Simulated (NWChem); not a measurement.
Everything below was run with NWChem. System: stibine (H$_{3}$Sb), charge 0, spin multiplicity 1, at a geometry optimised with B3LYP/def2-SVP with def2 effective core potentials on Sb. Level: RHF/def2-TZVP with def2 effective core potentials on Sb.

Part of the output:

```
             Northwest Computational Chemistry Package (NWChem) 7.3.0
             --------------------------------------------------------

                                NWChem Input Module
                                -------------------

 Scaling coordinates for geometry "geometry" by  1.889725989
 (inverse scale =  0.529177249)

 Turning off AUTOSYM since
 SYMMETRY directive was detected!

                             Geometry "geometry" -> ""
                             -------------------------

 Output coordinates in angstroms (scale by  1.889725989 to convert to a.u.)

  No.       Tag          Charge          X              Y              Z
 ---- ---------------- ---------- -------------- -------------- --------------
    1 Sb                  51.0000     0.00055200     0.05413100     0.00000000
    2 H                    1.0000    -0.72025500    -0.91295500     1.23131800
    3 H                    1.0000    -0.72025500    -0.91295500    -1.23131800
    4 H                    1.0000     1.41233900    -0.93476900     0.00000000

 Effective nuclear repulsion energy (a.u.)      47.6169136943

            Nuclear Dipole moment (a.u.)
            ----------------------------
        X                 Y               Z
 ---------------- ---------------- ----------------
    -0.0000359048     0.0000037795     0.0000000000

      Symmetry information
      --------------------

 Group name             Cs
 Group number              2
 Group order               2
 No. of unique centers     3

      Symmetry unique atoms

     1    2    4


 Summary of "ao basis" -> "" (spherical)
 ------------------------------------------------------------------------------
       Tag                 Description            Shells   Functions and Types
 ---------------- ------------------------------  ------  ---------------------
 *                         def2-tzvp                  on all atoms

 Summary of "ao basis" -> "ao basis" (spherical)
 ------------------------------------------------------------------------------
       Tag                 Description            Shells   Functions and Types
 ---------------- ------------------------------  ------  ---------------------
 Sb                        def2-tzvp                16       50   6s5p3d2f
 H                         def2-tzvp                 4        6   3s1p

                                 NWChem SCF Module
                                 -----------------
[...]
  ----- ------------  ---------------      ----- ------------  ---------------
    18     -0.288086  1 Sb pz                12      0.269694  1 Sb pz
    52     -0.232558  2 H  s                 58      0.232558  3 H  s
    15     -0.228374  1 Sb pz

 Vector   12  Occ=2.000000D+00  E=-4.595763D-01  Symmetry=a'
              MO Center=  4.7D-01, -6.0D-01,  6.5D-11, r^2= 2.4D+00
   Bfn.  Coefficient  Atom+Function         Bfn.  Coefficient  Atom+Function
  ----- ------------  ---------------      ----- ------------  ---------------
    16     -0.288074  1 Sb px                10      0.269677  1 Sb px
    64     -0.268535  4 H  s                 13     -0.228359  1 Sb px
    65     -0.165975  4 H  s

 Vector   13  Occ=2.000000D+00  E=-3.613328D-01  Symmetry=a'
              MO Center=  2.8D-03,  2.8D-01,  7.0D-16, r^2= 2.6D+00
   Bfn.  Coefficient  Atom+Function         Bfn.  Coefficient  Atom+Function
  ----- ------------  ---------------      ----- ------------  ---------------
    17      0.386729  1 Sb py                 6      0.357149  1 Sb s
     5      0.340344  1 Sb s                 11     -0.321676  1 Sb py
    14      0.278989  1 Sb py                 3     -0.217363  1 Sb s
     2      0.202638  1 Sb s                  4     -0.166207  1 Sb s
    20      0.166944  1 Sb py

 Vector   14  Occ=0.000000D+00  E= 9.130537D-02  Symmetry=a'
              MO Center= -2.0D-01,  2.9D-01,  3.7D-10, r^2= 5.8D+00
   Bfn.  Coefficient  Atom+Function         Bfn.  Coefficient  Atom+Function
  ----- ------------  ---------------      ----- ------------  ---------------
    19      1.279592  1 Sb px                65     -1.058623  4 H  s
    53      0.529263  2 H  s                 59      0.529263  3 H  s
    13      0.171584  1 Sb px                10     -0.169103  1 Sb px

 Vector   15  Occ=0.000000D+00  E= 9.130818D-02  Symmetry=a"
              MO Center=  2.0D-01,  2.8D-01, -8.4D-11, r^2= 5.8D+00
   Bfn.  Coefficient  Atom+Function         Bfn.  Coefficient  Atom+Function
  ----- ------------  ---------------      ----- ------------  ---------------
    21      1.279703  1 Sb pz                53     -0.916790  2 H  s
    59      0.916790  3 H  s                 15      0.171588  1 Sb pz
    12     -0.169105  1 Sb pz

 Vector   16  Occ=0.000000D+00  E= 1.332546D-01  Symmetry=a'
              MO Center=  4.4D-03,  4.3D-01, -1.6D-15, r^2= 7.2D+00
   Bfn.  Coefficient  Atom+Function         Bfn.  Coefficient  Atom+Function
  ----- ------------  ---------------      ----- ------------  ---------------
     6      1.945508  1 Sb s                 20     -1.461214  1 Sb py
    53     -1.222428  2 H  s                 59     -1.222428  3 H  s
    65     -1.222344  4 H  s                  3     -0.270048  1 Sb s
     2      0.240480  1 Sb s                  5      0.218062  1 Sb s
     4     -0.169013  1 Sb s

 center of mass
 --------------
 x =   0.00058475 y =   0.05737102 z =   0.00000000

 moments of inertia (a.u.)
 ------------------
          20.914683915125           0.009575095381           0.000000000000
           0.009575095381          21.826358963921           0.000000000000
           0.000000000000           0.000000000000          20.914585758082

  Mulliken analysis of the total density
  --------------------------------------

    Atom       Charge   Shell Charges
 -----------   ------   -------------------------------------------------------
    1 Sb  23    22.88   0.15 -0.65  1.56  0.94  1.00  0.75 -0.47  6.43  0.91  1.62  0.44  9.04  0.97  0.16  0.02  0.00
    2 H    1     1.04   0.22  0.56  0.25  0.01
    3 H    1     1.04   0.22  0.56  0.25  0.01
    4 H    1     1.04   0.22  0.56  0.25  0.01

       Multipole analysis of the density wrt the origin
       ------------------------------------------------

     L   x y z        total         open         nuclear
     -   - - -        -----         ----         -------
     0   0 0 0     -0.000000      0.000000     26.000000

     1   1 0 0      0.001696      0.000000     -0.029244
     1   0 1 0      0.168888      0.000000     -2.864193
     1   0 0 1     -0.000000      0.000000      0.000000

     2   2 0 0    -21.022285      0.000000     10.828335
     2   1 1 0     -0.019931      0.000000     -0.015722
     2   1 0 1      0.000000      0.000000      0.000000
     2   0 2 0    -22.974136      0.000000      9.313909
     2   0 1 1      0.000000      0.000000      0.000000
     2   0 0 2    -21.022037      0.000000     10.828496

 Task  times  cpu:        1.1s     wall:        1.1s

 Total times  cpu:        1.2s     wall:        1.2s
```

Task: Write an NWChem input that would produce this output.

Result: Several could match; the one computed here: 
```
start mol
memory heap 200 mb stack 900 mb global 1100 mb
geometry units angstroms nocenter noautoz
  Sb     0.000552     0.054131     0.000000
  H     -0.720255    -0.912955     1.231318
  H     -0.720255    -0.912955    -1.231318
  H      1.412339    -0.934769     0.000000
  symmetry group Cs
end
basis spherical
  * library def2-tzvp
end
ecp
  Sb library def2-ecp
end
scf
  rhf
  nopen 0
  maxiter 100
  thresh 1e-7
  semidirect memsize 60000000 filesize 0
end
task scf energy
```
